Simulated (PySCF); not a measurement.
SMILES C=CC[SiH2]F, singlet (GFN2-xTB optimised geometry):

```
12

C      1.184    -0.581     0.000
C     -0.136    -0.581     0.000
C     -0.983     0.646     0.000
Si    -1.822     0.907     1.690
F     -2.732    -0.391     1.979
H      1.750     0.337    -0.022
H      1.756    -1.493     0.014
H     -0.680    -1.516     0.025
H     -0.377     1.516    -0.252
H     -1.756     0.551    -0.766
H     -2.765     2.016     1.663
H     -0.868     0.942     2.788
```

Computed with PBE0/def2-TZVP run with PySCF.

Problem. What are the frontier orbital energies and the dipole moment?

Solution. HOMO-2 -9.68 eV, HOMO-1 -9.51 eV, HOMO -7.32 eV, LUMO -0.21 eV, LUMO+1 0.72 eV; dipole moment 1.63 D.

Meta-Löwdin charges at PBE0/def2-TZVP: C1 -0.29, C2 -0.09, C3 -0.47, Si4 0.96, F5 -0.52, H6 0.12, H7 0.13, H8 0.12, H9 0.13, H10 0.14, H11 -0.12, H12 -0.11.
